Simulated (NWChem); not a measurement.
Molecule: BeSiH$_{4}$O; SMILES [BeH][O][SiH3]

```xyz
7

Be    -0.0380    -2.1337     0.0091
H     -0.0498    -3.4622     0.0141
O     -0.0268    -0.7261     0.0031
Si    -0.0129     0.9193    -0.0018
H     -0.6447     1.4357    -1.2455
H      1.3855     1.4214     0.0671
H     -0.7665     1.4434     1.1687
```
Atoms are numbered in this order, from 1.

Level: B3LYP/6-31G* (spherical d) (NWChem), optimised geometry, unscaled harmonic frequencies. B3LYP is NWChem's, with the RPA form of VWN correlation.

```json
[
 {"frequency (cm⁻¹)": "125", "IR intensity (km/mol)": "0.1"},
 {"frequency (cm⁻¹)": "125", "IR intensity (km/mol)": "0.1"},
 {"frequency (cm⁻¹)": "558", "IR intensity (km/mol)": "160.3"},
 {"frequency (cm⁻¹)": "558", "IR intensity (km/mol)": "160.4"},
 {"frequency (cm⁻¹)": "741", "IR intensity (km/mol)": "69.9"},
 {"frequency (cm⁻¹)": "742", "IR intensity (km/mol)": "70.1"},
 {"frequency (cm⁻¹)": "743", "IR intensity (km/mol)": "19.9"},
 {"frequency (cm⁻¹)": "964", "IR intensity (km/mol)": "91.7"},
 {"frequency (cm⁻¹)": "964", "IR intensity (km/mol)": "91.6"},
 {"frequency (cm⁻¹)": "1018", "IR intensity (km/mol)": "420.2"},
 {"frequency (cm⁻¹)": "1342", "IR intensity (km/mol)": "377.9"},
 {"frequency (cm⁻¹)": "2196", "IR intensity (km/mol)": "277.7"},
 {"frequency (cm⁻¹)": "2252", "IR intensity (km/mol)": "205.1"},
 {"frequency (cm⁻¹)": "2252", "IR intensity (km/mol)": "205.0"},
 {"frequency (cm⁻¹)": "2254", "IR intensity (km/mol)": "53.1"}
]
```

```
Property                                                                            Value
-----------------------------------------------------------------------  ----------------
zero-point energy                                                           24.1 kcal/mol
thermal correction to the enthalpy at 298.15 K (with zero-point energy)     27.8 kcal/mol
heat capacity Cv                                                         15.7 cal/(mol K)
entropy at 298.15 K and 1 atm (symmetry number 3)                        66.4 cal/(mol K)
dipole moment                                                                      0.66 D
```

Rigid rotor and harmonic oscillator.
